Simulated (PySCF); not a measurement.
# Structure from NMR data

Molecular formula: C₇H₇FO. Simulated spectra:

$^{1}$H NMR (300 MHz, computed): δ 10.06 (m, 1H), 5.61 (m, 1H), 2.88 (m, 1H), 2.71 (d, 1H), 1.54 (d, 3H).

$^{13}$C{$^{1}$H} NMR (computed): δ 202.4 (CH), 186.5 (C), 97.0 (CH), 96.6 (CH), 79.9 (C), 54.8 (CH), 14.4 (CH3).

PySCF 2.14 calculation with shielding tensors at PBE0/pcSseg-1 (GIAO) and geometry: GFN2-xTB; averaged over atoms made equivalent by symmetry, fast rotation or ring inversion, non-relativistic Hamiltonian, a single conformation, isolated molecule.

Shifts are taken against calculated references (same method and geometry level): TMS for $^{1}$H and $^{13}$C.

Question: Which of these isomers gave the spectra?
A. C#C/C=C(/F)[C@@H](C)C=O
B. O=CC1=CCC(F)=CC1
C. C=C1C=CC(OC)=C1F
D. CO[C@]12C=C[C@]3(F)[C@H]1[C@@H]32

Answer: A. 

1. Rings plus π bonds: 4 (no ring in the answer).
2. 7 carbon signals for 7 carbons: no two carbons are equivalent.
3. Carbon types of the structure: 2 × C, 4 × CH, 1 × CH3, which accounts for all hydrogens.
4. δC 202.4: aldehyde carbonyl carbon; low-lying n→π* states of the double bond to the heteroatom give a large paramagnetic term (-264 ppm).
5. δC 186.5: fully substituted alkene carbon.
6. δC 97.0: terminal alkyne carbon; the triple bond shields along its axis, which puts it between sp3 and sp2 carbons.
7. δC 79.9: alkyne carbon; sp carbons lie upfield of alkene carbons because the cylindrical π system leaves one tensor component strongly shielded.
8. δH 10.06: hydrogen on an aldehyde carbonyl carbon; the C=O anisotropy and electron withdrawal place aldehyde protons far downfield.

The others: C=C1C=CC(OC)=C1F has carbons computed at 150.0, 149.7, 142.7, 134.7, 125.6, 121.0, 59.6, with a different DEPT pattern; O=CC1=CCC(F)=CC1 has carbons computed at 196.1, 165.1, 151.8, 145.3, 107.6, 32.6, 27.6, with a different DEPT pattern; CO[C@]12C=C[C@]3(F)[C@H]1[C@@H]32 would give 6 carbon signals, not 7.

Splittings by $^{19}$F in the carbon and heteronuclear signals aren't shown, as no couplings were computed. Shifts are as computed. Against solution values, carbons near 30 ppm lie about +3 ppm off and those near 130 ppm about +5 ppm. Of 1211 compounds with measured shifts, 218 miss one by over three times the rms of a fit or turn the order of signals round; such compounds aren't used in these exercises. No couplings were computed; multiplicities are counted from neighbouring protons, with m where these are inequivalent, close in shift, in a saturated or five-membered ring or joined by F or P, and br s for small geminal =CH2 splittings.
